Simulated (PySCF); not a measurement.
**Spinor energies of Ca⁸⁺ (calcium, charge +8)**

Start: [Ne] 3s2. Calculated with PySCF 2.14 in an uncontracted even-tempered set (20 s from 0.43 bohr⁻², ratio 2.4; 13 p from 0.56 bohr⁻², ratio 2.4; 5 d from 2.4 bohr⁻², ratio 2.6; 4 f from 3.5 bohr⁻², ratio 2.6): generalised Hartree-Fock with the X2C-1e Hamiltonian and a Gaussian nucleus; one run each with spin-orbit coupling (SO) switched off, then screened by Boettger's factors.

| spinor shell | electrons | ε, spin-free (eV) | ε, screened SO (eV) | weight of nominal j (screened SO) | rms radius, screened SO (bohr) |
| --- | --- | --- | --- | --- | --- |
| 1s1/2 | 2 | -4257.1 | -4257.1 | 1.000 | 0.0888 |
| 2s1/2 | 2 | -623.11 | -623.11 | 1.000 | 0.388 |
| 2p1/2 | 2 | -532.86 | -535.49 | 1.000 | 0.357 |
| 2p3/2 | 4 | -532.86 | -531.57 | 1.000 | 0.359 |
| 3s1/2 | 2 | -186.43 | -186.43 | 1.000 | 1.07 |

```json
{"quantity": "E (hartree)", "spin-free": "-657.77014", "screened SO": "-657.77342"}
{"quantity": "M_J", "spin-free": "0", "screened SO": "0"}
{"quantity": "⟨J²⟩", "spin-free": "0.000", "screened SO": "0.000"}
{"quantity": "⟨L²⟩", "spin-free": "0.000", "screened SO": "0.000"}
{"quantity": "⟨S²⟩", "spin-free": "0.000", "screened SO": "0.000"}
```

Without spin-orbit coupling the j labels of p, d and f shells carry no meaning; the spin-free column gives the mean over the occupied spinors of each nl shell.
